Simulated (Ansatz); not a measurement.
Consider the substitution at a C–Si bond: `[SiH3]/C=C/Br` + HBr → `Br/C=C\Br` + SiH₄.

Program: Ansatz. Geometries: PBE0-D4/def2-TZVP. ΔE: electronic, gas phase. CBS: MP2 limit from def2 TZ/QZ plus the TZ coupled-cluster correction, frozen cores. This one scheme is used for every species. Double bonds are as drawn, so ΔE can hold a change between cis and trans. Functionals use def2-TZVPP. B3LYP here is the variant with VWN-RPA as its local correlation; programs differ in this. For Br outer-core shells are correlated without core-valence functions, which leaves a few kJ/mol of doubt a bond. Scalar relativity is left out up to krypton.

```
             level  ΔE (kcal/mol)  difference from CCSD(T)/CBS
            PBE-D4           13.2                         -1.5
         r2SCAN-D4           14.5                         -0.2
           PBE0-D4           14.2                         -0.5
          B3LYP-D4           14.0                         -0.7
           ωB97X-V           14.1                         -0.6
           ωB97M-V           14.7                          0.0
            B2PLYP           14.1                         -0.6
               PBE           13.2                         -1.5
            r2SCAN           14.4                         -0.3
              PBE0           14.3                         -0.4
             B3LYP           14.2                         -0.5
     HF/def2-TZVPP           16.3                          1.6
    MP2/def2-TZVPP           13.6                         -1.1
SCS-MP2/def2-TZVPP           13.5                         -1.2
   CCSD/def2-TZVPP           14.7                          0.0
CCSD(T)/def2-TZVPP           14.3                         -0.4
     HF/def2-QZVPP           16.3                          1.6
    MP2/def2-QZVPP           13.9                         -0.8
SCS-MP2/def2-QZVPP           13.8                         -0.9
      HF/CBS(def2)           16.4                          1.7
     MP2/CBS(def2)           14.0                         -0.7
    CCSD/CBS(def2)           15.2                          0.5
       CCSD(T)/CBS           14.7                            0
```

Largest T1 diagnostic among the species: 0.011.

From PBE to PBE0 (25 % exact exchange), in def2-TZVPP and without D4, ΔE moves by +1.0 kcal/mol. In def2-TZVPP, CCSD(T) changes the Hartree–Fock value by −2.0 kcal/mol (the triples alone add −0.5 kcal/mol) and MP2 by −2.7 kcal/mol.
